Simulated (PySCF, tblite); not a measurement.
Species: C4H8BN2 (doublet state).
Numbering: `[CH2:1]=[C:2][B:3]([N:4]=[CH2:5])[NH:6][CH3:7]` (hydrogens: H8, H9 on C1; H10, H11 on C5; H12 on N6; H13, H14, H15 on C7)

Structure used (GFN2-xTB), in Å, numbered top down from 1:
```xyz
15
C4H8BN2 angstrom
C     -1.2923   -2.7409   -0.4406
C     -0.7879   -1.5883   -0.1596
B     -0.1591   -0.2669    0.0894
N      1.1358   -0.2352    0.6743
C      2.3444   -0.2114    0.4077
N     -0.8857    0.9324   -0.1220
C     -0.4194    2.2787    0.0737
H     -1.8900   -3.3161    0.2624
H     -1.1647   -3.2325   -1.4031
H      3.0819   -0.2300    1.2109
H      2.7597   -0.1708   -0.6089
H     -1.8556    0.8771   -0.3881
H     -0.9913    2.7899    0.8566
H      0.6267    2.2555    0.3730
H     -0.5070    2.8664   -0.8476
```

Jobs on this species (15 atoms, 51 electrons) with PySCF (density fitting) and tblite. Hardware of each: one thread, Intel Xeon at 2.50 GHz (x86_64), no GPU (shared host). Other jobs ran on the host; a repeat could differ by tens of per cent or more.

```csv
level and settings,work,basis functions,SCF cycles,wall time
GFN2-xTB,Hessian by finite differences,–,–,?
GFN2-xTB,L-BFGS relaxation,–,–,2.1 s
"UKS B3LYP, pcH-1 on B C H N, non-relativistic, mean-field spin-orbit, GIAO","unrestricted SCF, g, hyperfine, density and orbital grids written",255,15,2.1 min
```

Problem. Fill in the missing figures.

Solution. 
- GFN2-xTB; Hessian by finite differences: 1.1 s

Problem. What do all jobs in the table cost together?

Solution. About 2.2 min; the longest takes about 98 % of that, and about 110 times as long as the shortest.
